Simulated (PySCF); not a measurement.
## Pb²⁺: ionisation energy

Pb²⁺ [Xe] 4f14 5d10 6s2 (1S) → Pb³⁺ [Xe] 4f14 5d10 6s1 (2S), as a difference of total energies. Computed with PySCF 2.14 in def2-QZVPPD with the def2 core potential (60 electrons) (8s6p5d4f1g, 88 functions), with scalar relativity through the core potential. Correlated levels: valence: 5s2 5p6 5d10 frozen. The calculations carry no spin-orbit coupling.

```json
{"method": "UHF", "ionisation energy (eV)": "29.765"}
{"method": "MP2 (valence)", "ionisation energy (eV)": "30.360"}
{"method": "SCS-MP2 (valence)", "ionisation energy (eV)": "30.479"}
{"method": "CCSD (valence)", "ionisation energy (eV)": "30.534"}
```

Errors of the correlated levels include the incompleteness of this basis and the frozen core.

With two correlated electrons CCSD is exact in that space.

Which method comes closest to the reference value, and which is furthest?

The reference is 31.937 eV (measured; NIST Atomic Spectra Database, ionization energies). Closest: CCSD (valence) (error -1.403 eV); furthest: UHF (error -2.172 eV).
